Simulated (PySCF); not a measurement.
C₃H₈STe, SMILES S[Te]C(C)C. Coordinates come from a PBE-D3(BJ)/def2-SVP optimisation. The def2 effective core potentials stand for the cores of Te; spin–orbit coupling is left out. Other conformers were not sampled.

Computed equilibrium geometry at PBE-D3(BJ)/def2-SVP (PySCF confirms it by a frequency run) as Cartesian coordinates in Å (one conformer of several):
```xyz
13

Te    -0.2517     0.1922     0.6812
C      0.6187    -1.3774    -0.6408
C      1.2237    -2.4316     0.2814
C      1.6030    -0.7789    -1.6314
H     -0.2645    -1.7903    -1.1693
H      1.6253    -3.2753    -0.3208
H      2.0689    -2.0195     0.8719
H      0.4802    -2.8561     0.9873
H      1.1362     0.0324    -2.2256
H      1.9530    -1.5626    -2.3394
H      2.4917    -0.3614    -1.1149
S     -0.9318     1.7590    -1.0541
H     -2.1640     1.2233    -1.3021
```
